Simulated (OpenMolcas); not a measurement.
## V4+: moving or changing the point charges

V4+ among 4 point charges of -1 e arranged as a tetrahedron (Td), 2.13 Å from the ion.
```
   1.2298    1.2298    1.2298  -1.00
   1.2298   -1.2298   -1.2298  -1.00
  -1.2298    1.2298   -1.2298  -1.00
  -1.2298   -1.2298    1.2298  -1.00
```

* Program: OpenMolcas
* Method: SS-CASPT2, IPEA 0.25 Eh, imaginary shift 0.1 Eh (closed shells correlated: 3s 3p)
* Basis: ANO-RCC-VDZP [5s4p2d1f]
* Scalar Hamiltonian: DKH2, point nucleus
* Active space: 1 electron in 5 orbitals (3d)
* State averaging: 2S+1 = 2 even, 5 roots
* Spin-orbit coupling: RASSI with atomic mean-field integrals over the reference wave functions

Runs around this geometry, states (labels of Td). Energies in cm-1 above the lowest state or level, χT in cm3 K/mol; 10Dq is the gap between the two states; 10Dq is negative for this site.

| R (Å) | q (e) | Ground state | First state of that spin | 10Dq | First gap with spin-orbit (degeneracies) | χT at 300 K |
| --- | --- | --- | --- | --- | --- | --- |
| 2.13 | -0.5 | 2E | 2T2 350 | -354 | 630 (4, 4) | 0.436 |
| 2 | -1 | 2E | 2T2 850 | -846 | 930 (4, 4) | 0.401 |
| 2.13 | -1 | 2E | 2T2 620 | -615 | 760 (4, 4) | 0.416 |
| 2.27 | -1 | 2E | 2T2 510 | -506 | 700 (4, 4) | 0.424 |

Taking |10Dq| as R^-n, n = -ln(506 / 846) / ln(2.27 / 2) = 4.1 between the shortest and longest distance. The point-charge formula for a cubic d site gives n = 5.

Scaling the charges by -0.5 / -1 = 0.50 scales |10Dq| by 354 / 615 = 0.58; with fixed orbitals a first-order splitting would follow the charge.

Roots that are degenerate in the reference are averaged as groups; the widest CASPT2 spread within a group is 98 cm-1 (the 3-fold group of multiplicity 2 near 846 cm-1 above the lowest state of its run, R = 2, q = -1). Shifts and gaps below about the spread of the groups concerned are not significant. An orbital doublet at a regular site is open to a Jahn-Teller distortion, which this geometry leaves out. The ground term spreads over less than 5000 cm-1, several times less than with real ligands, so orbital moments are less quenched and χT lies further from the spin-only value than at real sites. Free-ion shares, where given, are those of the reference states; single-state CASPT2 does not remix them. Spin-orbit coupling mixes the spin-free states strongly: the lowest level takes only 69 % from its leading state, 2E (holds for R = 2.13, q = -0.5). Point charges carry no covalency, so the field is a model and not that of real ligands. No measured value stands beside these numbers.
